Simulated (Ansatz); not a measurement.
Wavefunction ladder for `F[SiH2][O][GeH3]`

Cartesian coordinates in Å:
```
F -0.038 -2.373 -0.258
Si 0.669 -1.249 0.632
O -0.221 0.097 0.645
Ge -0.700 1.337 -0.542
H 0.759 -1.767 2.013
H 1.996 -1.011 0.016
H 0.393 1.412 -1.620
H -0.810 2.643 0.251
H -2.048 0.911 -1.136
```

The species carries charge 0 and has multiplicity 1. Correlated methods include outer-core shells of Ge, which these sets cover unevenly. Scalar relativity is left out up to krypton. The geometry is a stationary point of PBE0-D4/def2-TZVP. It is one conformer, not always the lowest. Frozen core, restricted reference, Ansatz.

```json
{"basis": "def2-SVP", "HF (Eh)": "-2541.13924", "MP2 corr.": "?", "CCSD corr.": "-0.72691", "(T)": "-0.01526", "CCSD(T) total": "?"}
{"basis": "def2-TZVPP", "HF (Eh)": "?", "MP2 corr.": "?", "CCSD corr.": "-0.89337", "(T)": "?", "CCSD(T) total": "?"}
{"basis": "def2-QZVPP", "HF (Eh)": "-2541.80716", "MP2 corr.": "-1.18401", "CCSD corr.": "–", "(T)": "–", "CCSD(T) total": "–"}
```

(1) Fill in the withheld values. (An estimate is asked.)

Answers

(1) Computed: def2-SVP MP2 corr.: -0.69876; def2-SVP CCSD(T) total: -2541.88141; def2-TZVPP HF (Eh): -2541.74594; def2-TZVPP MP2 corr.: -0.86727; def2-TZVPP (T): -0.02831; def2-TZVPP CCSD(T) total: -2542.66762.
